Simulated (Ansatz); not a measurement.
`F[SiH](F)N[SiH](Cl)Cl` + H₂S → `S[SiH](Cl)Cl` + `N[SiH](F)F`  (ligand exchange at the Si–N bond)

Program: Ansatz. Geometries: PBE0-D4/def2-TZVP. ΔE: electronic, gas phase. CBS: MP2 limit from def2 TZ/QZ plus the TZ coupled-cluster correction, frozen cores. This one scheme is used for every species. DFT in def2-TZVPP. B3LYP here is the variant with VWN-RPA as its local correlation; programs differ in this. One conformer a species, not always the lowest.

| level | ΔE (kJ/mol) | difference from CCSD(T)/CBS |
| --- | --- | --- |
| PBE-D4 | 1.7 | -10.3 |
| r2SCAN-D4 | 8.1 | -3.9 |
| PBE0-D4 | 5.3 | -6.7 |
| B3LYP-D4 | 13.1 | 1.1 |
| ωB97X-V | 11.7 | -0.3 |
| ωB97M-V | 12.3 | 0.3 |
| B2PLYP | 9.4 | -2.6 |
| PBE | -2.9 | -14.9 |
| r2SCAN | 6.4 | -5.6 |
| PBE0 | 0.9 | -11.1 |
| B3LYP | 6.0 | -6.0 |
| HF/def2-TZVPP | 16.7 | 4.7 |
| MP2/def2-TZVPP | 12.2 | 0.2 |
| SCS-MP2/def2-TZVPP | 14.6 | 2.6 |
| CCSD/def2-TZVPP | 16.9 | 4.9 |
| CCSD(T)/def2-TZVPP | 15.8 | 3.8 |
| HF/def2-QZVPP | 17.8 | 5.8 |
| MP2/def2-QZVPP | 10.3 | -1.7 |
| SCS-MP2/def2-QZVPP | 12.7 | 0.7 |
| HF/CBS(def2) | 18.0 | 6.0 |
| MP2/CBS(def2) | 8.3 | -3.7 |
| CCSD/CBS(def2) | 13.0 | 1.0 |
| CCSD(T)/CBS | 12.0 | 0 |

Largest T1 diagnostic among the species: 0.011.

The D4 term adds +7.1 kJ/mol with B3LYP and +4.3 kJ/mol with PBE0; it sums over pairs of atoms, weighted by their polarisabilities, and B3LYP, whose exchange is more repulsive, gets the larger term. From PBE to PBE0 (25 % exact exchange), in def2-TZVPP and without D4, ΔE moves by +3.8 kJ/mol.
